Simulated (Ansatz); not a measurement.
Frontier orbitals of C₃H₈AlFO, SMILES `CC(C)[O][AlH][F]`.

The species carries charge 0 and has multiplicity 1. The geometry is a stationary point of PBE0-D4/def2-TZVP. It is one conformer, not always the lowest. Basis def2-TZVPP, the Gaussian-basis code of Ansatz.

Compute the vertical ionisation energy as the energy of the cation minus that of the neutral molecule, at each level. (Estimate.)

The calculation gave: 
```json
{"level": "PBE-D4/def2-TZVPP", "IE (eV)": "10.04", "difference from CCSD(T)/CBS(def2)": "-0.85"}
{"level": "r2SCAN-D4/def2-TZVPP", "IE (eV)": "10.20", "difference from CCSD(T)/CBS(def2)": "-0.69"}
{"level": "PBE0-D4/def2-TZVPP", "IE (eV)": "10.39", "difference from CCSD(T)/CBS(def2)": "-0.51"}
{"level": "B3LYP-D4/def2-TZVPP", "IE (eV)": "10.45", "difference from CCSD(T)/CBS(def2)": "-0.44"}
{"level": "ωB97X-V/def2-TZVPP", "IE (eV)": "10.56", "difference from CCSD(T)/CBS(def2)": "-0.33"}
{"level": "ωB97M-V/def2-TZVPP", "IE (eV)": "10.54", "difference from CCSD(T)/CBS(def2)": "-0.35"}
{"level": "B2PLYP/def2-TZVPP", "IE (eV)": "10.59", "difference from CCSD(T)/CBS(def2)": "-0.30"}
{"level": "HF/def2-TZVPP", "IE (eV)": "9.52", "difference from CCSD(T)/CBS(def2)": "-1.37"}
{"level": "MP2/def2-TZVPP", "IE (eV)": "11.23", "difference from CCSD(T)/CBS(def2)": "0.34"}
{"level": "CCSD/def2-TZVPP", "IE (eV)": "10.69", "difference from CCSD(T)/CBS(def2)": "-0.20"}
{"level": "CCSD(T)/def2-TZVPP", "IE (eV)": "10.72", "difference from CCSD(T)/CBS(def2)": "-0.17"}
{"level": "HF/def2-QZVPP", "IE (eV)": "9.52", "difference from CCSD(T)/CBS(def2)": "-1.37"}
{"level": "MP2/def2-QZVPP", "IE (eV)": "11.33", "difference from CCSD(T)/CBS(def2)": "0.44"}
{"level": "HF/CBS(def2)", "IE (eV)": "9.52", "difference from CCSD(T)/CBS(def2)": "-1.37"}
{"level": "MP2/CBS(def2)", "IE (eV)": "11.40", "difference from CCSD(T)/CBS(def2)": "0.51"}
{"level": "CCSD/CBS(def2)", "IE (eV)": "10.85", "difference from CCSD(T)/CBS(def2)": "-0.04"}
{"level": "CCSD(T)/CBS(def2)", "IE (eV)": "10.89", "difference from CCSD(T)/CBS(def2)": "0.00"}
```

B3LYP here is the variant with VWN-RPA as its local correlation; programs differ in this.
